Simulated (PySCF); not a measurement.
**Computed properties of Al(F)(H)(NHMe) (CH5AlFN), SMILES C[NH][AlH][F]**

CH₅AlFN, SMILES [AlH]([F])[NH]C. The structure is a stationary point at r2SCAN-D4/def2-SVP. Other conformers were not sampled. All values are computed for the isolated molecule unless a solvent is named; none is compared with measurement here.

**Structure.** The optimised structure has Cs symmetry. All 21 harmonic modes at r2SCAN-D4/def2-SVP (PySCF) are real, so it is a minimum. With heavy atoms numbered as in [AlH:1]([F:2])[NH:4][CH3:5], the shortest bond between them is N4–C5 at 1.451 Å and the longest Al1–N4 at 1.769 Å.

**Vibrations.** The strongest infrared lines (harmonic, unscaled, degenerate partners summed) lie at 484 cm⁻¹ (212 km/mol, H 71 %, Al 18 %), 1994 cm⁻¹ (125 km/mol, H 96 %), 878 cm⁻¹ (125 km/mol, Al 48 %, F 43 %). The softest mode is at 127 cm⁻¹ and the zero-point energy is 39.9 kcal/mol.

**Electronic structure.** ωB97X/def2-TZVP (PySCF) places the frontier levels at -9.45 and 1.64 eV, a gap of 11.09 eV, and gives a dipole moment of 2.07 D and a mean polarisability of 44.1 bohr³.

**Excitations.** TDA-M06-2X/def2-SVPD (PySCF) has S1 at 5.95 eV (208 nm, f = 0.036, weak); the most intense of the 10 singlets computed lies at 6.35 eV (f = 0.13). T1 (TDA) is at 5.21 eV, 0.74 eV under S1. No vertical singlet excitation falls in the visible range (under 3.1 eV).

**NMR.** GIAO shifts at B3LYP/pcSseg-1 (PySCF) (non-relativistic, atoms alike by connectivity averaged): ¹³C at 33.0 ppm against TMS; ¹H from 1.4 to 4.5 ppm against TMS; ¹⁹F at -181.2 ppm against CFCl3.
